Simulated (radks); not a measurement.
All-electron atom: Re4+ in [Xe] 4f14 5d1 5f2 (not the ground configuration). Method: Dirac Kohn-Sham, BLYP, spin-unpolarised, spherical densities, point nucleus; open shells fill j = l - 1/2 first; computed with a radial shooting solver on a logarithmic mesh with Libxc functionals.

Normalised radial functions P(r) = r R(r) (large component), r in bohr:

```
   r/bohr * 5p1/2, o 5d3/2, + 5d5/2 (the largest magnitude, 1.12, reaches the edge; | marks zero, & curves that meet)
0.0006697                             &
 0.001057                             &
 0.001667                             &
  0.00263                             &
  0.00415                             &*
 0.006548                             & *
  0.01033                             &  *
   0.0163                             &   *
  0.02572                             |&    *
  0.04057                             | &    *
  0.06402                             | * +o
   0.1002                      *      |      &
   0.1581                    *        |    &
   0.2494                        o+   |     *
   0.3935                  &          |            *
   0.6209                   *         +o
   0.9796  *                          |                 &
    1.546             *               |                    &
    2.438                          *  |        o+
    3.847                             *o+
     6.07                             &
    9.577                             &
```

5p1/2: eigenvalue -109.43 eV, 3 radial nodes at r = 0.0721, 0.214, 0.531 bohr, <r> = 1.10 bohr, 90 % of the charge inside 1.59 bohr. 5d3/2: eigenvalue -55.024 eV, 2 radial nodes at r = 0.204, 0.605 bohr, <r> = 1.50 bohr, 90 % of the charge inside 2.23 bohr. 5d5/2 (empty): eigenvalue -53.611 eV, 2 radial nodes at r = 0.209, 0.619 bohr, <r> = 1.54 bohr, 90 % of the charge inside 2.27 bohr.
